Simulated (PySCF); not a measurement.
Co: electron affinity

Co⁻ [Ar] 3d8 4s2 (3F) → Co [Ar] 3d7 4s2 (4F), as a difference of total energies. Computed with PySCF 2.14 in def2-QZVPPD (11s6p5d4f2g, 100 functions), with no relativity, point nucleus. Correlated levels: valence: [Ar] frozen. The calculations carry no spin-orbit coupling.

| method | electron affinity (eV) | plus first-order spin-orbit estimate | difference from reference of that sum (eV) |
| --- | --- | --- | --- |
| UHF | -1.921 | -1.931 | -2.593 |
| MP2 (valence) | 0.743 | 0.734 | +0.072 |
| SCS-MP2 (valence) | 0.628 | 0.618 | -0.044 |
| CCSD (valence) | 0.202 | 0.192 | -0.470 |
| CCSD(T) (valence) | 0.517 | 0.508 | -0.154 |

Reference: 0.662 eV (measured; photodetachment measurements, as compiled on the Wikipedia data page of electron affinities).

A first-order spin-orbit estimate (lowest level to lowest level, LS coupling) adds -0.010 eV.

These non-relativistic numbers lack the scalar-relativistic shift.

Errors of the correlated levels include the incompleteness of this basis and the frozen core.

A negative affinity means that the anion lies above the atom at that level of theory.

The coupled-cluster amplitudes are large for Co⁻ (T1 above 0.03 or a double amplitude above 0.15), so a single reference is strained.
